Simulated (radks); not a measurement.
Spin polarisation of the 4f13 shell in Yb3+. Start: [Xe] 4f(up 6.5, down 6.5); electrons of 4f are moved from spin down to spin up, other shells keep equal spins. All-electron calculation, non-relativistic Kohn-Sham, PBE, spin-polarised, spherical densities, point nucleus. Program: a radial shooting solver on a logarithmic mesh with Libxc functionals.

[
 {"moment (Bohr magnetons)": "0", "E - E(0) (eV)": "0.000", "e(4f up) (eV)": "-41.066", "e(4f down) (eV)": "-41.066", "5p down minus up (eV)": "0.000", "5s down minus up (eV)": "0.000", "4d down minus up (eV)": "0.000"},
 {"moment (Bohr magnetons)": "0.25", "E - E(0) (eV)": "-0.013", "e(4f up) (eV)": "-41.172", "e(4f down) (eV)": "-40.958", "5p down minus up (eV)": "0.065", "5s down minus up (eV)": "0.084", "4d down minus up (eV)": "0.234"},
 {"moment (Bohr magnetons)": "0.5", "E - E(0) (eV)": "-0.054", "e(4f up) (eV)": "-41.277", "e(4f down) (eV)": "-40.849", "5p down minus up (eV)": "0.130", "5s down minus up (eV)": "0.168", "4d down minus up (eV)": "0.467"},
 {"moment (Bohr magnetons)": "0.75", "E - E(0) (eV)": "-0.121", "e(4f up) (eV)": "-41.380", "e(4f down) (eV)": "-40.738", "5p down minus up (eV)": "0.196", "5s down minus up (eV)": "0.252", "4d down minus up (eV)": "0.701"},
 {"moment (Bohr magnetons)": "1", "E - E(0) (eV)": "-0.214", "e(4f up) (eV)": "-41.482", "e(4f down) (eV)": "-40.625", "5p down minus up (eV)": "0.261", "5s down minus up (eV)": "0.336", "4d down minus up (eV)": "0.934"}
]

At moment 1 the spin-polarisation energy is -0.214 eV and the 4f exchange splitting 0.857 eV, that is 0.857 eV per Bohr magneton; E = -I m^2/4 would give I = 0.857 eV.
